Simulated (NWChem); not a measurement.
System: CH5O3Sb; SMILES C[O][Sb]([OH])[OH]

Here is an NWChem input.

```
start job
memory heap 200 mb stack 900 mb global 1100 mb
geometry units angstroms
  Sb    -0.084929     0.143164     0.476767
  O      0.057640     1.577994    -0.801160
  H     -0.523938     1.375563    -1.537992
  O     -1.644139    -0.512489    -0.543655
  H     -1.961436    -1.355398    -0.223144
  O      1.185486    -1.096689    -0.406120
  C      1.273502    -1.123049    -1.805580
  H      1.648437    -0.175195    -2.199412
  H      1.978774    -1.916168    -2.056251
  H      0.307956    -1.345741    -2.268352
end
basis spherical
  * library def2-svp
end
ecp
  Sb library def2-ecp
end
dft
  xc pbe0
  iterations 150
end
driver
  maxiter 120
end
task dft optimize
```

Output (shortened):

```
             Northwest Computational Chemistry Package (NWChem) 7.3.0
             --------------------------------------------------------

 C1  symmetry detected

                             Geometry "geometry" -> ""
                             -------------------------

 Output coordinates in angstroms (scale by  1.889725989 to convert to a.u.)

  No.       Tag          Charge          X              Y              Z
 ---- ---------------- ---------- -------------- -------------- --------------
    1 Sb                  51.0000     0.02927826     0.51514625     0.33465816
    2 O                    8.0000     1.36515830     0.37011501    -1.04612095
    3 H                    1.0000     0.91864678     0.14548480    -1.86606083
    4 O                    8.0000    -1.34113604     0.45258968    -1.08672464
    5 H                    1.0000    -2.22897403     0.40533374    -0.73542585
    6 O                    8.0000    -0.11066974    -1.41996873     0.74260881
    7 C                    6.0000     0.04421956    -2.36110072    -0.28559829
    8 H                    1.0000     1.05645860    -2.33950339    -0.69670994
    9 H                    1.0000    -0.13759384    -3.33942999     0.16060573
   10 H                    1.0000    -0.67386646    -2.19962723    -1.09449106

 Effective nuclear repulsion energy (a.u.)     541.9181992965

                                Z-matrix (autoz)
                                --------

 Units are Angstrom for bonds and degrees for angles

[...]

      ----------------------
      Optimization converged
      ----------------------

  Step       Energy      Delta E   Gmax     Grms     Xrms     Xmax
  ---- ---------------- -------- -------- -------- -------- --------
@   27    -506.56695422 -3.7D-08  0.00001  0.00000  0.00031  0.00099
                                     ok       ok       ok       ok

                                Z-matrix (autoz)
                                --------

 Units are Angstrom for bonds and degrees for angles

      Type          Name      I     J     K     L     M      Value     Gradient
      ----------- --------  ----- ----- ----- ----- ----- ---------- ----------
    1 Stretch                  1     2                       1.97138   -0.00001
    2 Stretch                  1     4                       1.99392    0.00001
    3 Stretch                  1     6                       1.98052    0.00000
    4 Stretch                  2     3                       0.96872   -0.00001
    5 Stretch                  4     5                       0.96493    0.00001
    6 Stretch                  6     7                       1.40325    0.00000
    7 Stretch                  7     8                       1.10541   -0.00000
    8 Stretch                  7     9                       1.10231    0.00000
    9 Stretch                  7    10                       1.10598    0.00000
   10 Bend                     1     2     3               108.15927   -0.00000
   11 Bend                     1     4     5               113.67338   -0.00000
   12 Bend                     1     6     7               121.27008   -0.00000
   13 Bend                     2     1     4                88.28078    0.00000
   14 Bend                     2     1     6                99.73307   -0.00000
   15 Bend                     4     1     6                96.44608   -0.00000
   16 Bend                     6     7     8               112.06105    0.00000
   17 Bend                     6     7     9               108.48087    0.00000
   18 Bend                     6     7    10               112.26852    0.00000
   19 Bend                     8     7     9               108.00508   -0.00000
   20 Bend                     8     7    10               107.83798   -0.00000
   21 Bend                     9     7    10               108.02991   -0.00000
   22 Torsion                  1     6     7     8          68.81970   -0.00000
   23 Torsion                  1     6     7     9        -172.02982   -0.00000
   24 Torsion                  1     6     7    10         -52.72178    0.00000
   25 Torsion                  2     1     4     5         167.12985   -0.00000
   26 Torsion                  2     1     6     7         -39.20655   -0.00000
   27 Torsion                  3     2     1     4         -15.17861    0.00000
   28 Torsion                  3     2     1     6          81.06815   -0.00000
   29 Torsion                  4     1     6     7          50.14864    0.00000
   30 Torsion                  5     4     1     6          67.52692    0.00000

                         Geometry "geometry" -> "geometry"
                         ---------------------------------

 Output coordinates in angstroms (scale by  1.889725989 to convert to a.u.)

[...]
```

Level: PBE0/def2-SVP with def2 effective core potentials on Sb. No frequency run checked for a minimum. def2 effective core potentials on Sb; no spin-orbit coupling.
